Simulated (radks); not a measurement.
Question: All-electron atom: Bi XLVI in [Kr] 5s2 (not the ground configuration). All-electron calculation, scalar-relativistic Kohn-Sham, LDA (Slater exchange, Perdew-Wang correlation), spin-polarised, spherical densities, point nucleus. Program: a radial shooting solver on a logarithmic mesh with Libxc functionals. Some entries of the table are withheld. Estimate them.

orbital,occ.,eigenvalue (eV),<1/r> (bohr^-1)
1s,2,(1),103.3
2s,2,-18551.05,24.28
2p,6,-16200.76,21.23
3s,2,(2),(3)
3p,6,-5440.013,8.240
3d,10,(4),7.726
4s,2,-2816.751,4.390
4p,6,-2566.676,4.045
5s,2,-1606.656,2.533

Answer: 
(1) 1s eigenvalue (eV): -92882.43
(2) 3s eigenvalue (eV): -6114.840
(3) 3s <1/r> (bohr^-1): 9.115
(4) 3d eigenvalue (eV): -4783.522
